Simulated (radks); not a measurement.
Valence configurations of Eu3+ (all share [Xe]). Calculated with a radial shooting solver on a logarithmic mesh with Libxc functionals: non-relativistic Kohn-Sham, BLYP, spin-polarised, spherical densities, point nucleus; open shells are filled with parallel spins first (spin-orbit coupling, left out, can overturn this in heavy ions); relativity is left out, which matters for an element this heavy. Order these by energy: 4f5 6p1; 4f5 6s1; 4f5.5 5d0.5; 4f4.5 6p1.5; 4f4 5d1 6p1; 4f4 6p2; 4f6; 4f4 6s1 6p1; 4f4.5 5d1 6p0.5; 4f4 6s2.

Answer. From the lowest, in eV above it: 4f6 0.000; 4f5.5 5d0.5 7.227; 4f5 6s1 21.270; 4f5 6p1 25.932; 4f4.5 5d1 6p0.5 31.193; 4f4.5 6p1.5 42.610; 4f4 5d1 6p1 49.107; 4f4 6s2 52.712; 4f4 6s1 6p1 56.886; 4f4 6p2 61.959. NIST lists [Xe] 4f6 as the ground configuration; this level of theory agrees among the configurations tried. The energies are those of spherical high-spin densities, not of single terms. Relativity is left out, which favours d and f over s occupation in heavy atoms.
